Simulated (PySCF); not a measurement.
Computed shifts of a molecule CH6Cl2Si2, PBE/pcSseg-1 in PySCF, GIAO, gas phase, atoms alike by connectivity averaged where their shifts nearly agree, in ppm (number of nuclei): ²⁹Si: 30.5 (1), -78.6 (1). ¹³C: 4.5 (1). ¹H: 6.52 (1), 4.46 (3), 0.63 (2). References: ²⁹Si against TMS (σ = 335.4 ppm); ¹³C against TMS (σ = 182.0 ppm); ³⁵Cl against HCl (σ = 936.5 ppm); ¹H against TMS (σ = 31.49 ppm), references at their B3LYP-D3(BJ)/def2-TZVP geometries, non-relativistic (without spin–orbit terms, shifts of atoms bonded to Cl or Br come out too high). Geometry optimised at PBE0-D3(BJ)/def2-SVP. The geometry has at least one imaginary mode, so it is a saddle point at that level. Other conformers were not sampled.

**Question.** Which molecule gave these data?
A) Cl[SiH2]C[SiH2]Cl
B) [SiH3]C[SiH](Cl)Cl
C) C[Si]([SiH3])(Cl)Cl
D) C[SiH2][SiH](Cl)Cl

**Answer.** B, [SiH3]C[SiH](Cl)Cl
